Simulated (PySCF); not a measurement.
# r²SCAN beside CCSD(T) along the second period: bonds to Cs

r²SCAN and CCSD(T) in PySCF with def2-TZVP on every atom (core potentials on Cs), for the lowest determinant that a PBE0 search found; no spin–orbit coupling.

```tsv
molecule	state (unpaired electrons)	r²SCAN Re (Å)	r²SCAN ωe (cm⁻¹)	r²SCAN De (eV)	CCSD(T) Re (Å)	CCSD(T) ωe (cm⁻¹)	CCSD(T) De (eV)
CsLi	singlet (closed shell)	3.802	173	0.53	?	?	?
CsBe	doublet (σ ↑)	3.774	138	0.33	4.293	57.9	0.04
CsC	quartet (σ ↑, π ↑↑)	2.766	302	2.50	2.793	297	2.03
CsF	singlet (closed shell)	2.391	359	5.13	2.421	344	4.72
```

Problem. Estimate the CCSD(T) values of CsLi by adding the mean shift from r²SCAN to CCSD(T) of the other rows, and compare with the calculation.

Solution. The mean shifts are +19.2 pm, -33 cm⁻¹ and -0.39 eV, which give 3.994 Å, 140 cm⁻¹ and 0.14 eV. CCSD(T)/def2-TZVP gives Re = 3.776 Å, ωe = 170 cm⁻¹, De = 0.60 eV.

Problem. What are the mean differences of r²SCAN from CCSD(T) over the whole series?

Solution. Re -13.7 pm, ωe +26 cm⁻¹, De +0.28 eV.

In a basis of this size CCSD(T) is itself not converged; it tends to give bonds that are too long and too weak.

Correlated steps freeze the inner cores (0 to 1 orbitals); shallow outer-core shells are correlated. Closed-shell solutions of metal pairs were not tested for spin polarisation, which can lower them a little. UHF and ROHF references stand side by side, which adds small steps between rows. Weak bonds: CsBe. Basis-set superposition, not corrected here, can be much of De in a small basis, most of all at correlated wavefunction levels. Functionals without a dispersion term scatter widely for such bonds, and LDA overbinds them. Spin–orbit coupling is left out, which matters for elements this heavy, above all for dissociation energies. Where the molecule has an RHF reference, its open-shell atoms are computed with UHF. States were picked by a PBE0 search and need not be the measured ground states.
